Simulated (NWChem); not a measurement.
Molecule: CH5ClOSi; SMILES CO[SiH2]Cl

All runs: NWChem. Coordinates come from a PBE0/def2-SVP optimisation. Level: PBE0/def2-SVP with SMD, gas-phase geometry; reactions with the solvents are ignored. One conformer.

```csv
SMD term (kcal/mol),water,n-hexane
distortion of the solute's density,0.43,0.05
polarisation,-3.53,-1.02
"cavity, dispersion and structure",3.08,-1.29
```

Question: Sum the solvation free energies, find the transfer free energy from water to n-hexane and the partition coefficient at 298.15 K.

Answer: 
1. ΔG(solv, water) = -0.02 kcal/mol and ΔG(solv, n-hexane) = -2.26 kcal/mol (1 M gas to 1 M solution).
2. Transfer: -2.26 − (-0.02) = -2.24 kcal/mol.
3. log₁₀ K(n-hexane/water) = −ΔG/(RT ln 10) = 2.24/1.364 = 1.6, so the model puts more of the solute in n-hexane.
4. Of the transfer energy, 2.13 kcal/mol is electrostatic and -4.37 comes from the non-electrostatic term. The two phases are taken as the pure solvents.
